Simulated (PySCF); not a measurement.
**Bromine: a sound run and one with changed settings**

Sound run: Br [Ar] 3d10 4s2 4p5, Br⁺ [Ar] 3d10 4s2 4p4. All numbers are calculated (PySCF 2.14, scalar relativity by spin-free X2C-1e, in jorge-DZP-DKH (8s6p2d1f, 43 functions)). The sound run starts from symmetry-adapted Hartree-Fock orbitals and uses a fine grid where one is needed.

A second run was set up differently.

```tsv
species	method	sound run (hartree)	changed run (hartree)	converged
Br	UHF	-2604.27153	-2604.27153	no
Br	TPSS	-2605.98133	-2605.98132	no
Br	PBE0	-2605.77790	-2605.77789	no
Br⁺	UHF	-2603.87640	-2603.87630	no
Br⁺	TPSS	-2605.54781	-2605.54759	no
Br⁺	PBE0	-2605.34493	-2605.34482	no
```

(1) What was changed?
A. minimal basis
B. too few SCF iterations
C. all electrons correlated in a valence basis
D. angular grid far too coarse

## Answers

(1) B. It used initial guess minao, at most 3 SCF cycles. The SCF was stopped early; the energies are upper bounds that still move, and correlated levels were skipped or rest on poor orbitals.
